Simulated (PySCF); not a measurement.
Compound: C6H15P.
SMILES: `C(C)P(CC)CC`

Torsions of this conformer, `[CH3:1][CH2:2][P:3]([CH2:4][CH3:5])[CH2:6][CH3:7]`: C1–C2–P3–C4 178°, C2–P3–C4–C5 77°, C2–P3–C6–C7 178°.

The closed-shell ground state was solved at several levels (PySCF, density fitting, gas phase, non-relativistic). One conformer (not necessarily the lowest) at the PBE0-D3(BJ)/def2-SVP geometry, without solvent, vibrations or thermal averaging.

| level | basis functions | HOMO (eV) | LUMO (eV) | gap (eV) | dipole (D) |
| --- | --- | --- | --- | --- | --- |
| PBE0/cc-pVDZ | 177 | -6.16 | 1.60 | 7.76 | 1.21 |
| PBE0/def2-TZVP | 313 | -6.26 | 1.06 | 7.32 | 1.28 |
| PBE0/pcSseg-0 | 97 | -6.25 | 1.86 | 8.11 | 1.38 |
| PBE0/def2-SVP | 177 | -6.20 | 1.60 | 7.80 | 1.23 |

(1) What might PBE0/aug-cc-pVDZ (300 basis functions) give for the same quantities?

(2) Over all these levels, which gives the widest orbital gap and which the narrowest?

(3) How much does the basis alone move the frontier levels among the 5 PBE0 rows (the withheld one included)?

(4) How far do the dipole and the HOMO energy spread over the levels?

Answers

(1) HOMO -6.27 eV, LUMO -0.01 eV, gap 6.26 eV, dipole 1.33 D.

(2) PBE0/pcSseg-0 has the widest, 8.11 eV, and PBE0/aug-cc-pVDZ the narrowest, 6.26 eV. From the narrowest to the widest the HOMO moves by +0.02 eV and the LUMO by +1.87 eV.

(3) The HOMO by 0.11 eV and the LUMO by 1.87 eV. By rising basis size (HOMO, LUMO in eV): pcSseg-0 -6.25, 1.86; cc-pVDZ -6.16, 1.60; def2-SVP -6.20, 1.60; aug-cc-pVDZ -6.27, -0.01; def2-TZVP -6.26, 1.06.

(4) The dipole runs from 1.21 to 1.38 D (mean 1.29 D) and the HOMO from -6.27 to -6.16 eV.
